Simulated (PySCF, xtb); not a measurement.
1,1,1-trichloroethane (C₂H₃Cl₃), SMILES CC(Cl)(Cl)Cl.

xtb with GFN2-xTB at its own geometry gives an orbital gap of 5.69 eV and a dipole moment of 1.87 D.

Geometry optimised at ωB97X-D3(BJ)/def2-SVP.

Q: What does M06-2X/def2-TZVP (PySCF) give? (An estimate is asked for; the answer gives what the named calculation found.)

A: gap 10.44 eV (levels -10.07 and 0.37 eV), dipole 1.83 D.
